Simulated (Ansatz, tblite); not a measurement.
Removing and adding an electron: Sn(SH)H3 (SnH4S). Total charge 0; singlet. Geometry: PBE-D4/def2-TZVP. Ansatz, gas phase; energy differences of separate SCF runs; the oxidised species was run as a doublet alone; the reduced species was run as a doublet alone.

```csv
atom,x (Å),y (Å),z (Å)
Sn1,0.344,-0.458,0.175
S2,-0.304,1.580,-0.975
H3,-1.551,1.578,-0.447
H4,1.950,-0.752,-0.346
H5,-0.710,-1.737,-0.283
H6,0.272,-0.211,1.875
```

In the def2 sets Sn takes a core potential; there is no spin–orbit coupling. The xTB rows come from tblite. Correlated methods freeze 9 core orbitals; core or outer-core shells of Sn are correlated, in sets that lack core-valence functions.

```
             level  −HOMO (eV)  vertical IE (eV)  −LUMO (eV)  vertical EA (eV)  HOMO–LUMO gap (eV)  IE − EA (eV)                       remarks
          GFN2-xTB       10.48             13.97        6.86              4.24                3.62          9.73                             –
     HF/def2-TZVPP           –              8.46           –                 –                   –             –                             –
  PBE-D4/def2-TZVP        6.03              9.32        1.53                 –                4.50             –                             –
 PBE0-D4/def2-TZVP        7.25              9.45        0.69                 –                6.56             –                             –
PBE0-D4/def2-TZVPD        7.29                 –        0.84             -0.48                6.45             –  HOMO above zero (-1 doublet)
    MP2/def2-TZVPP           –              9.58           –                 –                   –             –                             –
```

(1) Estimate the rows for GFN1-xTB, PBE-D4/def2-TZVPD, r2SCAN-D4/def2-TZVP, r2SCAN-D4/def2-TZVPD, CCSD/def2-TZVPP, CCSD(T)/def2-TZVPP.

## Answers

(1) 
```csv
level,−HOMO (eV),vertical IE (eV),−LUMO (eV),vertical EA (eV),HOMO–LUMO gap (eV),IE − EA (eV),remarks
GFN1-xTB,10.91,14.78,5.80,2.58,5.11,12.20,–
PBE-D4/def2-TZVPD,6.08,–,1.65,-0.34,4.43,–,HOMO above zero (-1 doublet)
r2SCAN-D4/def2-TZVP,6.30,9.38,1.22,–,5.08,–,–
r2SCAN-D4/def2-TZVPD,6.34,–,1.30,-0.47,5.03,–,HOMO above zero (-1 doublet)
CCSD/def2-TZVPP,–,9.42,–,–,–,–,–
CCSD(T)/def2-TZVPP,–,9.49,–,–,–,–,–
```

Run but left out: HF/def2-TZVPD, MP2/def2-TZVPD, CCSD/def2-TZVPD, CCSD(T)/def2-TZVPD (flagged by the program: other amplitudes).   A HOMO above zero means that the electron is unbound at that level or that self-interaction error raises the level; the energy of removing that electron tells which. Raw xTB energy differences between charge states are shifted by several eV; the methods need an empirical correction for them. A negative affinity means that the extra electron isn't bound; its size then hangs on the basis.
